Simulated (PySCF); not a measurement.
# Argon: a sound run and one with changed settings

Sound run: Ar⁺ [Ne] 3s2 3p5, Ar²⁺ [Ne] 3s2 3p4. Calculation: PySCF 2.14, in cc-pV(T+d)Z; the non-relativistic Hamiltonian (point nucleus). In the sound run the correlated levels freeze [Ne]. The sound run starts from symmetry-adapted Hartree-Fock orbitals and uses a fine grid where one is needed.

Changed run: initial guess 1e, at most 50 SCF cycles.

```csv
species,method,sound run (hartree),changed run (hartree),converged
Ar⁺,UHF,-526.27765,-526.27765,yes
Ar⁺,BP86,-527.00852,-527.00852,yes
Ar⁺,CCSD(T),-526.47435,-526.47435,yes
Ar²⁺,r2SCAN,-525.91260,-525.91260,yes
Ar²⁺,MP2,-525.43900,-525.43900,yes
```

Here the plain start reaches the same solutions.
